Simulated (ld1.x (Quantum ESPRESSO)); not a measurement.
# Varying the RRKJ potential for Hg (Z = 80)

Base potential:

Hg (Z = 80), norm-conserving RRKJ (Kleinman–Bylander form), made with ld1.x (Quantum ESPRESSO) 7.5 (PBEsol, scalar-relativistic). Core [Kr] 4d10 4f14 5s2, reference 5p6 5d10 6s0.5 6p0 (charge +1.5). Waves: 6s (bound): rc 1.90 bohr; 5p (bound): rc 1.75 bohr; 5d (bound): rc 1.60 bohr. Local part: all-electron potential smoothed inside 1.25 bohr (lloc = -1). Core correction: a·sin(br)/r model core, default radius (core density twice the valence density).

Cutoffs, loose and tight: the cutoffs (Ry, on a coarse ladder) from which the occupation-weighted sum of valence levels, in a spherical-Bessel basis at the reference potential, stays within 10 and 1 mRy of its value at 400 Ry. They do not see the model core or the augmentation charge, which bear on the density cutoff. Test errors are all-electron minus pseudo excitation energies from the reference, over the configurations 5p6 5d10 6s2 6p0; 5p6 5d10 6s1 6p0; 5p6 5d10 6s0 6p0; 5p6 5d10 6s0 6p1; 5p6 5d10 6s1 6p1; 5p6 5d8 6s0 6p0; 5p5 5d10 6s2 6p0. A dash means not determined; rows that change the core or the reference have their own tests. The largest error is taken over the tests solved by every variant that gives reliable tests at all: 5p6 5d10 6s0 6p0; 5p6 5d10 6s0 6p1; 5p6 5d10 6s1 6p0; 5p6 5d10 6s1 6p1; 5p6 5d10 6s2 6p0; 5p6 5d8 6s0 6p0.

A true bound ghost makes a file unfit for plane-wave use even where its test errors are small: the radial tests pick states by their node count and pass the ghost by. Where a test does run into it, the solver fails or the error is huge.

The default core radius of the base comes out at 0.75 bohr.

| change | outcome | cutoff, loose | cutoff, tight | bound ghosts | largest test error (meV) |
| --- | --- | --- | --- | --- | --- |
| base | generated | 45 Ry | 70 Ry | s | +289 |
| local potential all-electron potential smoothed inside 1.16 bohr (lloc = -1) | generated | 45 Ry | 70 Ry | s | +367 |
| functional PBE | generated | 45 Ry | 70 Ry | s | +285 |
| wave 5p (bound): rc 1.75 bohr becomes 5p (bound): rc 1.76 bohr | generated | 45 Ry | 70 Ry | s | +289 |
| type TM; local potential the s channel | generated | 50 Ry | 80 Ry | none | -1033 |
| core correction a·sin(br)/r model core inside 1.72 bohr | generated | 45 Ry | 70 Ry | s | +290 |
| local potential the s channel | generated | 45 Ry | 70 Ry | none | -1033 |
